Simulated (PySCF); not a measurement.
GeO3, SMILES [O]=[Ge]1[O][O]1. Coordinates come from a PBE-D3(BJ)/def2-SVP optimisation.

TDA-B3LYP/def2-SVPD (PySCF 2.14.0) puts the lowest singlet excitations at 3.13, 3.74, 4.10, 4.24, 4.52, 5.11 eV.

What are the lowest excitation roots from ADC(2)/aug-cc-pVDZ run with PySCF? (The exact figures need the calculation; the answer reports its results.)

3.36, 3.64, 4.06, 4.60, 4.83, 5.22 eV. S1 differs by 0.23 eV (second minus first; roots are paired by order, and the bases may differ).
